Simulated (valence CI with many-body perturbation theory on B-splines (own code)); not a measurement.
Forbidden lines of Nd19+

Calculated by valence CI with perturbative core correlation (CI+MBPT): five valence electrons over a frozen Dirac-Fock core [Kr], a basis of 7 s, 7 p, 8 d, 6 f, 4 g, 1 h functions for each j, with the one-electron correlation potential Σ1 (screened to all orders), the two-electron term Σ2, the three-electron term Σ3, Breit, model QED; selected single and double excitations, second order for the rest, scaled by the run's own slope (own B-spline code, finite nucleus).

No measured levels were compared; by estimate terms of the open shell hold to 2 to 4 % of their energy, and close levels can change places. Among the levels kept, up to 430 cm⁻¹ of a level comes from second order outside the variational space, and about a tenth of that is noise between levels of different J, which matters for small intervals. The list stops below the first excitations out of the core.

Lines 51 to 100 of 120 in falling wavelength, among levels below 81.096 eV, chosen from the decays that carry over 1 % of a level's rate. Wavelengths and rates use the calculated energies, so an error of 2000 cm⁻¹ moves a line at 242.4 nm by 4.8 % and its rate by three times that or more. S is in atomic units (e²a₀⁴ for E2 and M2, e²a₀⁶ for E3), for M1 in squared Bohr magnetons. Weak lines are less certain than strong ones. Lines between different terms over intervals too small for the method are left out, as are lines whose strength nearly cancels. Where a level lies close to another of its J and parity, the split of strength between their lines is uncertain.

Levels are named by their leading jj configuration (3d3/2^4 stands for four electrons in 3d with j = 3/2), which in mixed levels can hold well under half, so a name can repeat and another be missing. Letters in brackets count levels of one name in rising energy.

```csv
λ vac (nm),Upper,Lower,Type,A (s⁻¹),S (a.u.)
246.7,(4d3/2 4d5/2^4) J=5/2 [a],(4d3/2^2 4d5/2^3) J=7/2 [a],M1,2.55e+02,8.54e-01
242.4,(4d3/2^2 4d5/2^3) J=1/2 [b],(4d3/2^2 4d5/2^3) J=3/2 [a],M1,6.22e+01,6.57e-02
235.2,(4d3/2^2 4d5/2^3) J=7/2 [b],(4d3/2^3 4d5/2^2) J=7/2 [b],M1,1.67e+01,6.46e-02
233.1,(4d3/2^2 4d5/2^3) J=9/2 [a],(4d3/2^3 4d5/2^2) J=7/2 [a],M1,2.82e+02,1.33e+00
231.8,(4d3/2^2 4d5/2^3) J=13/2,(4d3/2^3 4d5/2^2) J=11/2,M1,1.18e+02,7.65e-01
231.2,(4d3/2^2 4d5/2^3) J=5/2 [a],(4d3/2^3 4d5/2^2) J=5/2 [a],M1,1.08e+03,2.97e+00
228.6,(4d3/2^2 4d5/2^3) J=5/2 [b],(4d3/2^3 4d5/2^2) J=7/2 [b],M1,6.54e+01,1.74e-01
227.0,(4d3/2^2 4d5/2^3) J=3/2 [b],(4d3/2^3 4d5/2^2) J=3/2,M1,1.29e+03,2.23e+00
224.7,(4d3/2^2 4d5/2^3) J=7/2 [c],(4d3/2^2 4d5/2^3) J=7/2 [a],M1,3.04e+01,1.02e-01
212.5,(4d3/2^2 4d5/2^3) J=3/2 [c],(4d3/2^3 4d5/2^2) J=5/2 [b],M1,2.93e+02,4.17e-01
211.6,(4d3/2 4d5/2^4) J=7/2 [a],(4d3/2^2 4d5/2^3) J=9/2 [a],M1,1.02e+03,2.85e+00
209.9,(4d3/2^3 4d5/2^2) J=5/2 [b],(4d3/2^4 4d5/2) J=5/2 [b],M1,7.75e+02,1.59e+00
208.2,(4d3/2 4d5/2^4) J=5/2 [a],(4d3/2^3 4d5/2^2) J=5/2 [b],M1,1.25e+03,2.51e+00
206.5,(4d3/2 4d5/2^4) J=11/2,(4d3/2^2 4d5/2^3) J=13/2,M1,4.00e+02,1.57e+00
205.5,(4d3/2^2 4d5/2^3) J=9/2 [c],(4d3/2^2 4d5/2^3) J=9/2 [a],M1,2.12e+01,6.82e-02
203.0,(4d3/2^2 4d5/2^3) J=5/2 [a],(4d3/2^3 4d5/2^2) J=3/2,M1,1.61e+02,2.99e-01
193.8,(4d3/2^2 4d5/2^3) J=5/2 [a],(4d3/2^3 4d5/2^2) J=7/2 [a],M1,2.59e+02,4.19e-01
192.3,(4d3/2^2 4d5/2^3) J=7/2 [c],(4d3/2^3 4d5/2^2) J=5/2 [b],M1,1.86e+02,3.92e-01
191.0,(4d3/2 4d5/2^4) J=5/2 [a],(4d3/2^3 4d5/2^2) J=7/2 [b],M1,5.53e+02,8.57e-01
190.1,(4d3/2 4d5/2^4) J=11/2,(4d3/2^2 4d5/2^3) J=9/2 [a],M1,3.94e+02,1.20e+00
184.0,(4d3/2 4d5/2^4) J=7/2 [a],(4d3/2^2 4d5/2^3) J=7/2 [a],M1,6.24e+02,1.15e+00
183.1,(4d3/2^2 4d5/2^3) J=9/2 [c],(4d3/2^2 4d5/2^3) J=11/2,M1,1.67e+02,3.81e-01
181.8,(4d3/2^3 4d5/2^2) J=7/2 [a],(4d3/2^4 4d5/2) J=5/2 [a],M1,1.65e+02,2.94e-01
181.7,(4d3/2^2 4d5/2^3) J=9/2 [b],(4d3/2^3 4d5/2^2) J=9/2,M1,1.12e+03,2.49e+00
181.4,(4d3/2^2 4d5/2^3) J=7/2 [a],(4d3/2^4 4d5/2) J=5/2 [b],M1,6.82e+01,1.21e-01
177.5,(4d3/2^2 4d5/2^3) J=7/2 [c],(4d3/2^3 4d5/2^2) J=7/2 [b],M1,5.22e+02,8.67e-01
174.4,(4d3/2^3 4d5/2^2) J=3/2,(4d3/2^4 4d5/2) J=5/2 [a],M1,1.43e+03,1.12e+00
172.1,(4d3/2^2 4d5/2^3) J=7/2 [b],(4d3/2^3 4d5/2^2) J=9/2,M1,2.42e+02,3.65e-01
171.9,(4d3/2^2 4d5/2^3) J=7/2 [b],(4d3/2^3 4d5/2^2) J=5/2 [a],M1,1.48e+01,2.24e-02
170.8,(4d3/2 4d5/2^4) J=11/2,(4d3/2^2 4d5/2^3) J=11/2,M1,1.79e+03,3.96e+00
168.3,(4d3/2^2 4d5/2^3) J=5/2 [b],(4d3/2^3 4d5/2^2) J=5/2 [a],M1,1.53e+02,1.62e-01
167.9,(4d3/2^2 4d5/2^3) J=9/2 [b],(4d3/2^3 4d5/2^2) J=11/2,M1,4.06e+02,7.13e-01
165.6,(4d3/2^2 4d5/2^3) J=3/2 [a],(4d3/2^4 4d5/2) J=5/2 [b],M1,4.69e+01,3.16e-02
162.4,(4d3/2^2 4d5/2^3) J=3/2 [c],(4d3/2^3 4d5/2^2) J=1/2,M1,1.00e+02,6.36e-02
161.7,(4d3/2 4d5/2^4) J=7/2 [a],(4d3/2^3 4d5/2^2) J=5/2 [b],M1,5.95e+01,7.46e-02
157.8,(4d3/2^3 4d5/2^2) J=5/2 [a],(4d3/2^4 4d5/2) J=5/2 [a],M1,2.42e+02,2.12e-01
157.5,(4d3/2^2 4d5/2^3) J=9/2 [b],(4d3/2^3 4d5/2^2) J=7/2 [a],M1,4.20e+02,6.09e-01
152.8,(4d3/2^2 4d5/2^3) J=5/2 [b],(4d3/2^3 4d5/2^2) J=3/2,M1,1.73e+02,1.37e-01
152.2,(4d3/2^2 4d5/2^3) J=3/2 [b],(4d3/2^4 4d5/2) J=5/2 [b],M1,9.43e+02,4.93e-01
151.1,(4d3/2 4d5/2^4) J=7/2 [a],(4d3/2^3 4d5/2^2) J=7/2 [b],M1,3.97e+02,4.06e-01
150.3,(4d3/2^2 4d5/2^3) J=7/2 [b],(4d3/2^3 4d5/2^2) J=7/2 [a],M1,9.30e+00,9.38e-03
149.1,(4d3/2^2 4d5/2^3) J=3/2 [c],(4d3/2^3 4d5/2^2) J=5/2 [a],M1,1.90e+01,9.35e-03
148.0,(4d3/2^2 4d5/2^3) J=9/2 [c],(4d3/2^3 4d5/2^2) J=7/2 [b],M1,4.80e+02,5.77e-01
147.6,(4d3/2^2 4d5/2^3) J=5/2 [b],(4d3/2^3 4d5/2^2) J=7/2 [a],M1,8.45e+02,6.04e-01
147.0,(4d3/2 4d5/2^4) J=5/2 [a],(4d3/2^3 4d5/2^2) J=5/2 [a],M1,1.24e+03,8.77e-01
145.9,(4d3/2^2 4d5/2^3) J=1/2 [b],(4d3/2^3 4d5/2^2) J=1/2,M1,4.90e+02,1.13e-01
141.0,(4d3/2^2 4d5/2^3) J=5/2 [a],(4d3/2^4 4d5/2) J=5/2 [b],M1,6.72e+01,4.20e-02
139.1,(4d3/2^2 4d5/2^3) J=7/2 [c],(4d3/2^3 4d5/2^2) J=9/2,M1,7.25e+02,5.78e-01
138.9,(4d3/2^2 4d5/2^3) J=7/2 [c],(4d3/2^3 4d5/2^2) J=5/2 [a],M1,1.37e+02,1.09e-01
136.8,(4d3/2^2 4d5/2^3) J=3/2 [c],(4d3/2^3 4d5/2^2) J=3/2,M1,2.01e+02,7.63e-02
```
